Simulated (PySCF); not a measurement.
SMILES F[SiH]([S][GeH3])F, singlet, B3LYP/def2-SVP optimised geometry.

```
9

Si    -0.85     1.94    -2.03
F      0.42     1.11    -2.61
F     -2.09     1.50    -2.97
S     -1.15     1.45     0.00
Ge    -0.39    -0.70     0.00
H     -0.62     3.39    -2.21
H     -0.95    -1.45    -1.22
H      1.15    -0.70     0.00
H     -0.95    -1.28     1.31
```

Density from B3LYP/def2-TZVP in PySCF at that geometry.

Minimum of the electron density along straight lines between bonded atoms, close to the bond critical point (lines longer than 1.1 times the sum of covalent radii, or with two minima, are not listed):

| bond | length / Å | ρ at the minimum / e bohr⁻³ | ∇²ρ there / e bohr⁻⁵ | position (fraction from the first atom) |
|---|---|---|---|---|
| Si1–F2 | 1.623 | 0.132 | 0.88 | 0.42 |
| Si1–F3 | 1.617 | 0.134 | 0.91 | 0.42 |
| Si1–S4 | 2.115 | 0.108 | … | 0.36 |
| S4–Ge5 | 2.278 | … | 0.04 | 0.56 |
| Si1–H6 | 1.474 | 0.131 | 0.11 | 0.49 |
| Ge5–H7 | 1.537 | 0.135 | 0.04 | 0.59 |
| Ge5–H8 | 1.537 | 0.135 | 0.04 | 0.59 |
| Ge5–H9 | 1.537 | 0.135 | … | 0.59 |

Task: What belongs in the gaps?

Result: 
- Si1–S4, ∇²ρ there / e bohr⁻⁵: 0.07
- S4–Ge5, ρ at the minimum / e bohr⁻³: 0.092
- Ge5–H9, ∇²ρ there / e bohr⁻⁵: 0.05
